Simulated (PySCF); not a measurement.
C3H4O2Si, SMILES C#C[SiH2]C(=O)O. Heavy atoms are numbered as in [CH:1]#[C:2][SiH2:3][C:4](=[O:5])[OH:6]. Hydrogens are named by the atom that carries them.

Geometry optimised at PBE0-D3(BJ)/def2-SVP. This is a generated structure with no PubChem entry under its InChIKey; it may be hypothetical. Other conformers were not sampled.

The numbers are results of PySCF with PBE/def2-TZVP, not measurements.

ESP charges are fitted to the potential on shells at 1.4 to 2.0 van der Waals radii. Atomic charges (e), one atom of each kind:

```
atom        Löwdin  ESP fit  Mulliken
----------  ------  -------  --------
C1 (CH)        [?]    -0.36     -0.15
C2             [?]    -0.04     -0.13
Si3 (SiH2)     [?]     0.17      0.20
C4             [?]     0.55      0.15
O5            0.13    -0.48     -0.25
O6 (OH)       0.13    -0.52     -0.29
H on C1       0.13     0.30      0.17
H on Si3      0.00    -0.02      0.00
H on O6       0.18     0.41      0.29
```

Complete the blanks. (Estimate from the structure and the level; the computed values follow.)


- C1 (CH), Löwdin: -0.08
- C2, Löwdin: -0.21
- Si3 (SiH2), Löwdin: 0.34
- C4, Löwdin: -0.63

Give the Mayer and Wiberg (Löwdin basis) orders of the bonds. (An estimate is asked for; the answer gives what the named calculation found.)


```
bond    Mayer  Wiberg
------  -----  ------
C1–C2    2.63    2.98
C2–Si3   1.05    1.20
Si3–C4   0.90    1.00
C4–O5    2.00    2.71
C4–O6    1.24    1.87
```
